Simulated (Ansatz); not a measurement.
C2H6GeO2 can be A, `[GeH3][O]C1CO1`, or B, `[CH3][GeH2][C](=O)O`.

Program: Ansatz. Geometries: PBE0-D4/def2-TZVP. ΔE: electronic, gas phase. CCSD(T)/CBS is the MP2 limit (def2-TZVPP, def2-QZVPP) plus CCSD(T) − MP2 in def2-TZVPP, frozen cores. DFT in def2-TZVPP. B3LYP here is the variant with VWN-RPA as its local correlation; programs differ in this. For Ge outer-core shells are correlated without core-valence functions, which leaves a few kJ/mol of doubt a bond. Scalar relativity is left out up to krypton. One conformer a species, not always the lowest.

Question: Which is lower in electronic energy at CCSD(T)/CBS, and by how much? (An estimate is asked.)

Answer: Ansatz gave: B, by 158.1 kJ/mol.

Question: Give E(B) − E(A) in kJ/mol with B3LYP-D4, B2PLYP, B3LYP, HF/def2-TZVPP, CCSD/def2-TZVPP, MP2/def2-TZVPP, CCSD(T)/def2-TZVPP. (Estimate.)

Answer: Computed: B3LYP-D4 -163.2, B2PLYP -162.7, B3LYP -163.1, HF/def2-TZVPP -151.5, CCSD/def2-TZVPP -155.1, MP2/def2-TZVPP -159.0, CCSD(T)/def2-TZVPP -158.1. None reverses the order clearly.

Largest T1 diagnostic: 0.014.

In def2-TZVPP, CCSD(T) changes the Hartree–Fock value by −6.5 kJ/mol (the triples alone add −3.0 kJ/mol) and MP2 by −7.4 kJ/mol. From PBE to PBE0 (25 % exact exchange), in def2-TZVPP and without D4, E(B) − E(A) moves by +7.7 kJ/mol.
